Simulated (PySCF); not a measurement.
C₂H₄N₂OSi, SMILES N#C/N=C/O[SiH3].

Geometry optimised at B3LYP-D3(BJ)/def2-SVP. The structure was generated by enumeration; whether it is a known compound was not checked. Other conformers were not sampled.

These are TDDFT-B3LYP/def2-SVPD (PySCF) values and carry that method's errors.

Vertical excitations.  State labels are in the subgroup Cs.

Computed UV-visible absorptions:
```csv
state,symmetry,energy (eV),λ (nm),f,main pairs
S1,A",4.85,256,0.000,HOMO−1→LUMO 99 %
S2,A',5.77,215,0.205,HOMO→LUMO 88 %
S3,A",6.62,187,0.000,HOMO→LUMO+1 95 %
S4,A',6.88,180,0.105,HOMO−1→LUMO+1 94 %
S5,A",6.93,179,0.005,HOMO−2→LUMO 94 %
S6,A",7.12,174,0.001,"HOMO−4→LUMO 54 %, HOMO→LUMO+3 18 %, HOMO→LUMO+2 11 %, HOMO−5→LUMO 8 %"
S7,A",7.20,172,0.000,"HOMO−4→LUMO 31 %, HOMO→LUMO+2 29 %, HOMO→LUMO+3 29 %"
S8,A',7.36,168,0.076,"HOMO−3→LUMO 78 %, HOMO−1→LUMO+2 15 %"
S9,A',7.46,166,0.043,"HOMO−1→LUMO+2 78 %, HOMO−3→LUMO 17 %"
S10,A",7.47,166,0.000,"HOMO→LUMO+2 42 %, HOMO−5→LUMO 26 %, HOMO→LUMO+3 19 %"
T1,A',4.03,308,0,HOMO→LUMO 96 %
T2,A",4.49,276,0,HOMO−1→LUMO 97 %
T3,A',6.25,198,0,"HOMO−1→LUMO+3 35 %, HOMO−1→LUMO+7 21 %, HOMO−1→LUMO+1 17 %"
T4,A",6.38,194,0,HOMO−2→LUMO 88 %
```
Triplets are in the Tamm–Dancoff approximation, which puts them higher than full response would, so one can lie above its singlet here.
